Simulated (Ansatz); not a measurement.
Two isomers of CH7ClOSi2: A = `O[SiH2][SiH2]CCl`, B = `CO[SiH2][SiH2]Cl`.

Gas-phase electronic energies from Ansatz, PBE0-D4/def2-TZVP geometries. CBS: MP2 limit from def2 TZ/QZ plus the TZ coupled-cluster correction, frozen cores. DFT in def2-TZVPP. B3LYP here is the variant with VWN-RPA as its local correlation; programs differ in this. Each species was taken in one conformer, which may not be the lowest.

A:

Z-matrix (Å, degrees):
```
Si
Si 1 2.353
O 1 1.655 2 111.9
H 1 1.485 2 109.1 3 116.4
H 1 1.489 2 110.0 3 -123.9
C 2 1.891 1 109.5 3 -161.6
H 2 1.492 1 111.0 3 -42.4
H 2 1.489 1 111.7 3 78.2
H 3 0.958 1 117.6 2 -69.7
Cl 6 1.789 2 109.0 1 -53.2
H 6 1.090 2 112.7 1 -172.4
H 6 1.090 2 111.7 1 65.1
```

B:

Z-matrix (Å, degrees):
```
C
O 1 1.411
H 1 1.091 2 108.3
H 1 1.096 2 111.3 3 -119.3
H 1 1.096 2 111.3 3 119.3
Si 2 1.645 1 122.8 3 -180.0
Si 6 2.339 2 106.7 1 -179.9
H 6 1.492 2 111.1 1 -59.6
H 6 1.492 2 111.1 1 59.8
Cl 7 2.068 6 106.4 2 179.7
H 7 1.484 6 112.7 2 61.7
H 7 1.484 6 112.7 2 -62.2
```

Q: Which isomer does CCSD(T)/CBS put lower? Give the gap. (Estimate.)

A: Ansatz gave: B, by 17.8 kcal/mol.

Q: Give E(B) − E(A) in kcal/mol with PBE0-D4, CCSD/def2-TZVPP, CCSD(T)/def2-TZVPP, BLYP-D4, ωB97M-V, B3LYP, PBE-D4. (Estimate.)

A: Ansatz gave: PBE0-D4 -17.8, CCSD/def2-TZVPP -18.9, CCSD(T)/def2-TZVPP -18.1, BLYP-D4 -18.3, ωB97M-V -18.3, B3LYP -20.0, PBE-D4 -16.8. None reverses the order clearly.

Q: Does the order hold for the free energy at 298.15 K (harmonic terms from PBE0-D4)? (Best estimate.)

A: The calculation gave: Yes: G(B) − G(A) = -16.9 kcal/mol, for one conformer each. Modes under 60 cm⁻¹, often nearly free rotors, make the harmonic entropy too high.

Largest T1 diagnostic: 0.011.

Leaving LDA and LC-ωPBE aside and taking each functional with its dispersion term where it has one, the values, not all of them listed here, spread over 4.0 kcal/mol, from BHLYP-D4 to revPBE-D4. LDA lies +0.7 kcal/mol from PBE without D4. From BLYP to BHLYP (50 % exact exchange), in def2-TZVPP and without D4, E(B) − E(A) moves by −2.0 kcal/mol.
